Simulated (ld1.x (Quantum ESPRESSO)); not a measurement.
**Before and after: PAW potential for lutetium**

* Element: lutetium
* Generator: ld1.x (Quantum ESPRESSO) 7.5
* Type: PAW
* Functional: PBE
* Relativity: scalar-relativistic
* Frozen core: [Xe]
* Valence charge: 17
* Reference configuration: 4f14 5d1 6s2 6p0
* Partial waves: 6s (bound): rcut 2.85, rcutus 3.55 bohr; 6s channel at 0.05 Ry: rcut 2.85, rcutus 3.55 bohr; 6p (bound, empty): rcut 3.25, rcutus 3.50 bohr; 6p channel at 1.75 Ry: rcut 3.25, rcutus 3.50 bohr; 5d (bound): rcut 2.70, rcutus 3.15 bohr; 5d channel at 0.25 Ry: rcut 2.70, rcutus 3.15 bohr; 4f (bound): rcut 0.50, rcutus 0.60 bohr; 4f channel at 0.45 Ry: rcut 0.50, rcutus 0.60 bohr
* Local potential: all-electron potential smoothed inside 3.45 bohr (lloc = -1)
* Core correction: a·sin(br)/r model core, default radius (ld1.x builds one for every PAW set, though the input has nlcc=.false.)
* Augmentation charge: PSQ, inside the norm-conserving radii

Change: local potential all-electron potential smoothed inside 3.80 bohr (lloc = -1).

Cutoffs: the cutoffs (Ry, on a coarse ladder) from which the occupation-weighted sum of valence levels, in a spherical-Bessel basis at the reference potential, stays within 10 and 1 mRy of its value at 400 Ry; they do not see the model core or the augmentation charge, which bear on the density cutoff. Errors are all-electron minus pseudo energies relative to the spin-unpolarised reference configuration.

What does the change do?

Of the 6 tests that both files solve, the error grows in 2 and shrinks in 0 by more than 15 % and 0.3 meV (median size 3.4 → 3.5 meV); neither file shows a bound ghost at the reference potential, the only one tested.

```csv
quantity,base,changed
"cutoff, loose",over 300 Ry,over 300 Ry
"cutoff, tight",over 300 Ry,over 300 Ry
bound ghosts,none,none
"tests counted (converged, no solver errors)",6 of 7,6 of 7
"error for 4f14 5d1 6s1 6p0, meV [ΔE 7.37 eV]",-3.0,-3.1
"error for 4f14 5d1 6s0 6p0, meV [ΔE 20.64 eV]",-13,-17
"error for 4f14 5d1 6s0 6p2, meV [ΔE 7.03 eV]",-5.3,-5.6
"error for 4f14 5d1 6s1 6p1, meV [ΔE 3.42 eV]",-0.8,-0.9
"error for 4f14 5d1.5 6s1.5 6p0, meV [ΔE 1.48 eV]",-3.8,-3.8
"error for 4f14 5d2 6s0 6p0, meV [ΔE 9.89 eV]",-0.7,-2.2
lowest overlap eigenvalue by channel,"s 0.37, p 0.66, d 1.00, f 1.00","s 0.37, p 0.66, d 1.00, f 1.00"
```

Base: Tests not counted: 4f14 5d0 6s0 6p0 (solver errors, printed error -3459 eV). Changed file: Tests not counted: 4f14 5d0 6s0 6p0 (solver errors, printed error -3459 eV).
